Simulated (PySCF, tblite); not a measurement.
Isomers of C6H12SSi. Method: GFN2-xTB as coded in tblite; computed harmonic values from a numerical Hessian at the method's own geometry, unscaled. This tight-binding method is rough: wavenumbers can miss measured ones by several per cent, in bad cases by 10 to 20. Modes of hydrogen on silicon can be 10 to 20 % off. One conformer each.

Electronic energies: PBE0/pcSseg-1 single points on the GFN2-xTB geometries (PySCF, gas phase).

```json
{"SMILES": "C=C[Si@@H]1C[C@H]1SCC", "electronic energy, lowest = 0 (kcal/mol)": "63.3"}
{"SMILES": "C=C[Si]1(CC)CSC1", "electronic energy, lowest = 0 (kcal/mol)": "34.5"}
{"SMILES": "CS[Si]1(C)CC=CC1", "electronic energy, lowest = 0 (kcal/mol)": "0.0"}
```

**Question.** How do GFN2-xTB zero-point energies change the relative energies?

**Answer.** 
| SMILES | ZPE (kcal/mol) | of it from modes above 1550 cm⁻¹ | electronic (kcal/mol) | with ZPE, lowest = 0 (kcal/mol) | lowest mode (cm⁻¹) | rings |
| --- | --- | --- | --- | --- | --- | --- |
| CS[Si]1(C)CC=CC1 | 101.9 | 54.4 | 0.0 | 0.0 | 41 | 1 |
| C=C[Si]1(CC)CSC1 | 101.6 | 54.3 | 34.5 | 34.2 | 37 | 1 |
| C=C[Si@@H]1C[C@H]1SCC | 99.6 | 53.4 | 63.3 | 61.0 | 38 | 1 |

The zero-point energies span 2.3 kcal/mol, from `C=C[Si@@H]1C[C@H]1SCC` to `CS[Si]1(C)CC=CC1`. The order is unchanged.

**Question.** And how do the electronic energies of GFN2-xTB itself compare?

**Answer.** `CS[Si]1(C)CC=CC1` 0.0; `C=C[Si]1(CC)CSC1` 37.5; `C=C[Si@@H]1C[C@H]1SCC` 54.4 kcal/mol, lowest = 0. Against the energies above, taken from the same isomer `CS[Si]1(C)CC=CC1`, the largest difference is 8.9 kcal/mol.

**Question.** What do entropy and thermal enthalpy add at 298.15 K and 1 bar (rigid rotor, harmonic oscillator, one conformer each)?

**Answer.** 
```
               SMILES  point group  symmetry number  S (cal/(mol K))  H − H(0) (kcal/mol)  ZPE + H − H(0) − TS (kcal/mol)
     CS[Si]1(C)CC=CC1           C1                1            106.2                 7.71                            78.0
     C=C[Si]1(CC)CSC1           C1                1            106.4                 7.67                            77.6
C=C[Si@@H]1C[C@H]1SCC           C1                1            108.7                 7.88                            75.1
```
